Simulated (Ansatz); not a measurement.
Reactions of C2Cl4F2 (`FC(F)(Cl)C(Cl)(Cl)Cl`).

Computed with Ansatz on PBE0-D4/def2-TZVP structures; ΔE is electronic, products minus reactants. CCSD(T)/CBS is the MP2 limit (def2-TZVPP, def2-QZVPP) plus CCSD(T) − MP2 in def2-TZVPP, frozen cores. This one scheme is used for every species, atoms too. DFT in def2-TZVPP. No spin–orbit coupling; open shells (•) take unrestricted orbitals. Spin–orbit coupling would lower the free atoms: a little for C, Cl, F. For Br outer-core shells are correlated without core-valence functions, so the limit isn't a true one: a few kJ/mol of doubt a bond, and 10 to 20 or more in all where bonds break to atoms. Scalar relativity is left out up to krypton. Each species was taken in one conformer, which may not be the lowest.

| reaction | ωB97M-V (kJ/mol) | RPA@PBE/def2-TZVPP (kJ/mol) | MP2/CBS(def2) (kJ/mol) | CCSD(T)/CBS(def2) (kJ/mol) |
| --- | --- | --- | --- | --- |
| `FC(F)(Cl)C(Cl)(Cl)Cl` + H–F → `FC(F)(Cl)C(F)(Cl)Cl` + HCl | -16 | -13 | 15 | -1 |
| `FC(F)(Cl)C(Cl)(Cl)Cl` → 2 C• + 4 Cl• + 2 F• | 2686 | 2295 | 2839 | 2655 |
| `FC(F)(Cl)C(Cl)(Cl)Cl` + HBr → `ClC(Cl)(Cl)Br` + `FC(F)Cl` | 44 | 42 | 36 | 40 |
| `FC(F)(Cl)C(Cl)(Cl)Cl` + H–F → `FC(F)(F)C(Cl)(Cl)Cl` + HCl | -38 | -38 | -14 | -27 |
| `FC(F)(Cl)C(Cl)(Cl)Cl` + H–F → `FC(Cl)(Cl)Cl` + `FC(F)Cl` | 21 | 27 | 51 | 36 |

Largest T1 diagnostic: 0.011, for `FC(F)(Cl)C(F)(Cl)Cl`.
